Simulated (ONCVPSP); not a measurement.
# Logarithmic derivatives: Ti (Z = 22), ONCV

titanium, optimised norm-conserving Vanderbilt (ONCV), made with ONCVPSP 4.0.1 (LDA (Perdew-Wang 92), scalar-relativistic). Core [Ne], reference 3s2 3p6 3d2 4s1.75 4p0.25. Waves: 3s+4s: rc 1.75 bohr, ncon 4, nbas 7, qcut 7.8 1/bohr, 2 projectors; 3p+4p: rc 1.85 bohr, ncon 4, nbas 9, qcut 6.5 1/bohr, 2 projectors; 3d: rc 2.55 bohr, ncon 4, nbas 8, qcut 6.5 1/bohr, 2 projectors, debl 1.1 Ha. Local part: polynomial inside 1.30 bohr (lpopt 5, dvloc0 6 Ha). Core correction: Teter function, fcfact 4.25, rcfact 1.6.

The phase is arctan(r·R′/R) of the radial function R(r), unwrapped; energies in Ha, scanned from -4 to 5 Ha. A pole is an energy at which the radial function vanishes at the test radius. The pseudo phase is shifted by a multiple of π to meet the all-electron one at the reference energy, and phase errors are pseudo minus all-electron; the curves can meet again beyond the range given. Levels narrower than the energy grid can be missing from the lists of poles.

**Question.** For each channel, where are the poles, and over which energies does the pseudopotential scatter like the atom?

**Answer.**

| channel | radius (bohr) | reference energy (Ha) | poles, all-electron | poles, pseudo | unbroken range about the reference energy with phases within 0.05 rad | phase error 1 Ha above the reference energy (rad) |
| --- | --- | --- | --- | --- | --- | --- |
| s | 1.77 | -0.18 | -2.01 | -2.01, 4.96 | the whole range | -0.001 |
| p | 1.88 | -0.06 | -1.16, 4.64 | -1.16, 4.67 | the whole range | +0.001 |
| d | 2.58 | -0.18 | -0.03, 2.33 | -0.03, 2.38 | below 3.2 | +0.000 |

Phases in the p channel:

```tsv
E (Ha)	all-electron	pseudo
-3.98	1.299	1.300
-3.74	1.284	1.284
-3.50	1.264	1.264
-3.26	1.240	1.240
-3.02	1.209	1.209
-2.78	1.167	1.167
-2.54	1.104	1.104
-2.30	0.998	0.998
-2.06	0.773	0.773
-1.82	0.117	0.117
-1.58	-0.982	-0.982
-1.34	-1.425	-1.425
-1.10	-1.604	-1.604
-0.86	-1.708	-1.708
-0.62	-1.789	-1.789
-0.38	-1.865	-1.865
-0.14	-1.947	-1.947
0.10	-2.049	-2.049
0.34	-2.189	-2.189
0.58	-2.399	-2.399
0.82	-2.729	-2.728
1.06	-3.190	-3.189
1.30	-3.650	-3.648
1.54	-3.974	-3.973
1.78	-4.179	-4.178
2.02	-4.310	-4.309
2.26	-4.400	-4.399
2.50	-4.466	-4.465
2.74	-4.516	-4.514
2.98	-4.555	-4.554
3.22	-4.587	-4.586
3.46	-4.615	-4.614
3.70	-4.639	-4.637
3.94	-4.660	-4.658
4.18	-4.679	-4.677
4.42	-4.697	-4.695
4.66	-4.714	-4.712
4.90	-4.730	-4.728
```
